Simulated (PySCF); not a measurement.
From computed data to an observable: oscillator strength and radiative lifetime

C3H6BNO, SMILES CB1CN=CO1.

Geometry: ωB97X-D3(BJ)/def2-SVP. The structure was generated by enumeration, and PubChem lists no compound with its InChIKey, so it may never have been made. The values are those of a single conformer.

TDDFT-PBE/def2-SVPD (PySCF 2.14.0) puts the first singlet state with f over 0.02 at 6.01 eV (vertical), with the transition dipole (-0.526, -0.155, -0.328) in atomic units.

### Question
Find the oscillator strength, the wavelength and the radiative lifetime that this transition would have in vacuum if emission retraced absorption.

### Answer

|μ|² = 0.4083 au, so |μ| = 1.62 D. ΔE = 6.01/27.211 = 0.2209 hartree. f = (2/3) ΔE |μ|² = 0.060 (the program prints 0.060).
λ = 1239.84/6.01 = 206 nm; ν = 48474 cm⁻¹.
Einstein's coefficient A = 0.6670 ν² f s⁻¹ (ν in cm⁻¹) = 9.4e7 s⁻¹, so τ = 1/A = 11 ns. This state is S4; the lower singlets have f = 0.004, 0.001, 0.006. The figure is the radiative limit of this one transition; relaxation, internal conversion, crossing to triplets and a medium change what is measured.
